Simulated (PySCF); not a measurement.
The dipole of `N#C[SiH2]C1(F)C(F)=C1F` from its density and from atomic charges.

Coordinates (GFN2-xTB, Å) and charges (e) from the PBE0/pcSseg-1 density (PySCF):

| atom | x | y | z | Mulliken | IAO | Hirshfeld | ESP-fitted |
| --- | --- | --- | --- | --- | --- | --- | --- |
| N1 | 2.739 | 0.622 | 1.093 | -0.1849 | -0.1763 | -0.1847 | -0.3604 |
| C2 | 1.969 | -0.094 | 0.641 | -0.2061 | -0.1662 | -0.0347 | +0.1413 |
| Si3 | 0.723 | -1.275 | -0.092 | +0.7414 | +0.7472 | +0.3938 | +0.3845 |
| C4 | -0.812 | -0.158 | -0.322 | -0.0816 | +0.0110 | -0.0081 | +0.0277 |
| F5 | -1.865 | -0.893 | -0.876 | -0.3191 | -0.3305 | -0.1397 | -0.2217 |
| C6 | -1.236 | 0.993 | 0.545 | +0.2687 | +0.2437 | +0.0720 | +0.1580 |
| F7 | -1.711 | 1.338 | 1.719 | -0.2013 | -0.2023 | -0.0392 | -0.1032 |
| C8 | -0.829 | 1.309 | -0.645 | +0.2687 | +0.2438 | +0.0720 | +0.1444 |
| F9 | -0.589 | 2.209 | -1.570 | -0.2013 | -0.2022 | -0.0391 | -0.0988 |
| H10 | 0.421 | -2.323 | 0.878 | -0.0422 | -0.0841 | -0.0460 | -0.0362 |
| H11 | 1.196 | -1.726 | -1.397 | -0.0423 | -0.0841 | -0.0460 | -0.0358 |

**Question.** What dipole does each set of charges give (1 e·Å = 4.803 D), and what does the density give?

**Answer.** The full density gives (-0.86, -1.91, -0.79) D, 2.24 D in size; dipole vectors point from the negative to the positive end.

```json
{"scheme": "Mulliken", "μx": "0.60", "μy": "-3.21", "μz": "-0.63", "size (D)": "3.32", "share of the full size (%)": "148", "angle to the full dipole (°)": "35"}
{"scheme": "IAO", "μx": "0.78", "μy": "-2.73", "μz": "-0.45", "size (D)": "2.88", "share of the full size (%)": "129", "angle to the full dipole (°)": "41"}
{"scheme": "Hirshfeld", "μx": "-0.75", "μy": "-1.32", "μz": "-0.60", "size (D)": "1.63", "share of the full size (%)": "73", "angle to the full dipole (°)": "5"}
{"scheme": "ESP-fitted", "μx": "-0.86", "μy": "-1.92", "μz": "-0.79", "size (D)": "2.24", "share of the full size (%)": "100", "angle to the full dipole (°)": "0"}
```

**Question.** Which set comes closest?

**Answer.** Length of the difference vector: ESP-fitted 0.01 D, Hirshfeld 0.63 D, IAO 1.87 D, Mulliken 1.96 D. Closest: ESP-fitted. The schemes that divide the density aren't constrained to reproduce the dipole.

**Question.** What is left for the Hirshfeld atoms' own dipoles?

**Answer.** The shares of the density sum to the whole, so what Σ q r misses lies in dipoles about the nuclei. The atomic dipoles sum to (-0.86, -1.91, -0.79) − (-0.75, -1.32, -0.60) = (-0.11, -0.59, -0.19) D, 0.63 D in size.

**Question.** With the origin at the mean of the coordinates, (0.000, 0.000, -0.002) Å, which are the largest single terms, by size, of the Mulliken dipole along the direction of the full one?

**Answer.** Si3 +2.99, F5 -2.74, N1 +1.75, F9 +1.07, F7 +1.05 D; all 11 atoms together +2.73 D. The single terms depend on the origin, their sum doesn't.

**Question.** Give the size of the full dipole in other units.

**Answer.** 2.24 D = 0.881 au = 0.466 e·Å = 7.47 × 10⁻³⁰ C·m.

Geometry: GFN2-xTB, one conformer, isolated molecule.

These values come from a run that also computed NMR shieldings. The run took 27 s (with the writing of density and orbital grids) on one thread, AMD EPYC 7R13 (x86_64), shared host with 96 logical CPUs at a one-minute load of 100, and the process peaked at 0.77 GiB of memory.

Shape of the structure used: `[N:1]#[C:2][SiH2:3][C:4]1([F:5])[C:6]([F:7])=[C:8]1[F:9]`: C2–Si3–C4–F5 180°.
